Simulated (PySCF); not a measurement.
# Ti²⁺ (titanium, charge +2) across methods

[Ar] 3d2, high-spin 3F determinant. Computed with PySCF 2.14 in aug-cc-pVTZ with one added diffuse shell each of s, p, d, f, g type (9s8p6d4f3g, 118 functions), with the non-relativistic Hamiltonian (point nucleus).

| method | E (hartree) | mean ε 3p α (eV) | mean ε 3p β (eV) | mean ε 3d α (eV) | Σ⟨r²⟩ (bohr²) | ⟨S²⟩ |
| --- | --- | --- | --- | --- | --- | --- |
| PBE | -848.365 | -55.261 | -53.484 | -20.958 | 16.67 | 2.000 |
| PBE0 | -848.417 | -58.409 | -56.030 | -22.882 | 16.53 | 2.001 |
| B97-3 | -848.515 | -58.472 | -56.133 | -22.849 | 16.46 | 2.001 |
| r2SCAN | -848.577 | -56.280 | -54.169 | -21.301 | 16.52 | 2.001 |
| BP86 | -848.694 | -55.274 | -53.566 | -21.004 | 16.61 | 2.000 |
| CAM-B3LYP | -848.644 | -59.785 | -57.501 | -24.444 | 16.60 | 2.001 |
| UHF | -847.73763 | -66.829 | -62.347 | -28.058 | 16.38 | 2.003 |
| LDA | -846.525 | -55.314 | -53.569 | -20.910 | 16.69 | 2.000 |
